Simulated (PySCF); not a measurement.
Species: NbSeBr3 (singlet state).
Bonds: Nb1–Se2, Nb1–Br3, Nb1–Br4, Nb1–Br5.

A GFN2-xTB structure was refined with PySCF 2.14.0, PBE0-D3(BJ)/def2-SVP geometry optimisation, gas phase, def2 core potentials past Kr. Its GFN2-xTB values:

```
 coordinate  GFN2-xTB
    Nb1–Se2   2.267 Å
    Nb1–Br3   2.299 Å
Se2–Nb1–Br3    112.3°
Se2–Nb1–Br4    106.3°
Br3–Nb1–Br4    106.4°
Br4–Nb1–Br5    109.5°
```

How do these coordinates change at the PBE0-D3(BJ)/def2-SVP level?

```json
{"coordinate": "Nb1–Br3", "PBE0-D3(BJ)/def2-SVP (Å or °)": "2.409", "change": "+0.110"}
{"coordinate": "Nb1–Se2", "PBE0-D3(BJ)/def2-SVP (Å or °)": "2.252", "change": "-0.015"}
{"coordinate": "Se2–Nb1–Br3", "PBE0-D3(BJ)/def2-SVP (Å or °)": "108.2", "change": "-4.1"}
{"coordinate": "Br3–Nb1–Br4", "PBE0-D3(BJ)/def2-SVP (Å or °)": "110.4", "change": "+4.0"}
{"coordinate": "Se2–Nb1–Br4", "PBE0-D3(BJ)/def2-SVP (Å or °)": "108.5", "change": "+2.2"}
{"coordinate": "Br4–Nb1–Br5", "PBE0-D3(BJ)/def2-SVP (Å or °)": "111.7", "change": "+2.2"}
```

The energy falls by 3.5 kcal/mol over 18 energy and gradient evaluations, the largest force component goes from 0.0449 to 7.5e-04 Eh/bohr, and the atoms move by 0.067 Å rms after alignment. The bond that changes most is Nb1–Br3 (ends: niobium bonded to 3 Br and Se; bromine bonded to Nb), which lengthens by 0.110 Å. Bonds longer at the end by more than 0.005 Å: 2 of 4; shorter: 2. Rotational constants go from 447.0, 427.0, 421.2 to 438.9, 429.1, 407.7 MHz.

The run used 159 basis functions and 121 SCF cycles in all. Time: 7.4 min of wall time; peak memory 0.91 GiB. Hardware: one thread of an Arm Neoverse V2, on a shared host.

Whether it is a minimum is left open (no frequencies).
